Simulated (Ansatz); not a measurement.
Ansatz (an electronic-structure program) input (PBE0/def2-TZVP):

Ansatz 0.2 input:
```yaml
crystal:
  periodic: [false, false, false]
  atoms:
    - {symbol: Si, position_ang: [-0.28240955, -0.00421093, 0.04468385]}
    - {symbol: Cl, position_ang: [0.27357850, 1.82524574, -0.68514886]}
    - {symbol: Cl, position_ang: [0.22964948, -1.45668891, -1.30365629]}
    - {symbol: Cl, position_ang: [0.77043710, -0.34560730, 1.77191046]}
    - {symbol: C, position_ang: [-2.07280685, -0.03793685, 0.35390676]}
    - {symbol: H, position_ang: [-2.62357886, 0.85758097, 0.61335500]}
    - {symbol: H, position_ang: [-2.63815300, -0.96114887, 0.32484049]}
basis:
  gaussian:
    orbitals: def2-TZVP
hamiltonian:
  xc: {name: PBE0}
magnetization: {spin_polarized: true, initial_magnetization: 1}
```

Output:

```
Functional definition: PBE0
integrals: 0.14 GiB planned
1340 factors; their error is unknown
mean field: 1.84 GiB planned
mean field evaluation 1: about -46497.9840 eV, gradient 3.1e1 eV
mean field evaluation 2: about -46496.0943 eV, gradient 3.4e1 eV
mean field evaluation 4: about -46502.9614 eV, gradient 2.3e0 eV
mean field evaluation 8: about -46503.1284 eV, gradient 1.8e-1 eV
mean field evaluation 16: about -46503.1285 eV, gradient 2.1e-5 eV
mean field -46503.12852050 eV, -1708.9584521758 hartree, gradient 2.1e-5 eV, S^2 0.754362; 0 other end points of the search recorded, 0 dependent functions left out
reference -46503.12855035 eV, -1708.9584532728 hartree; 37, 36 occupied and 154, 155 virtual orbitals, 1340 factors
Total energy: -46503.12855035 eV, -1708.9584532728 hartree
```

It need not be the lowest isomer of its formula.
